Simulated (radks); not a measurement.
Isoelectronic series with 4 electrons, all held in the configuration [He] 2s2, which need not be the ground one along the series. Calculated with a radial shooting solver on a logarithmic mesh with Libxc functionals: Dirac Kohn-Sham, LDA (Slater exchange, Perdew-Wang correlation), spin-unpolarised, spherical densities, finite nucleus; Fermi nuclear charge, rms radius of each element as measured or else 0.836 A^(1/3) + 0.57 fm. Total energies (hartree) and mean radii <r> (bohr):

[
 {"ion": "Be", "E (hartree)": "-14.44930", "2s1/2": "2.619", "1s1/2": "0.4250"},
 {"ion": "B+", "E (hartree)": "-24.04481", "2s1/2": "1.787", "1s1/2": "0.3319"},
 {"ion": "C2+", "E (hartree)": "-36.14543", "2s1/2": "1.366", "1s1/2": "0.2720"},
 {"ion": "N3+", "E (hartree)": "-50.75180", "2s1/2": "1.108", "1s1/2": "0.2303"},
 {"ion": "O4+", "E (hartree)": "-67.86615", "2s1/2": "0.9333", "1s1/2": "0.1997"},
 {"ion": "F5+", "E (hartree)": "-87.49147", "2s1/2": "0.8063", "1s1/2": "0.1762"},
 {"ion": "Ne6+", "E (hartree)": "-109.63122", "2s1/2": "0.7098", "1s1/2": "0.1577"},
 {"ion": "Mg8+", "E (hartree)": "-161.47012", "2s1/2": "0.5728", "1s1/2": "0.1302"},
 {"ion": "Al9+", "E (hartree)": "-191.17836", "2s1/2": "0.5224", "1s1/2": "0.1197"},
 {"ion": "Si10+", "E (hartree)": "-223.41925", "2s1/2": "0.4801", "1s1/2": "0.1108"}
]
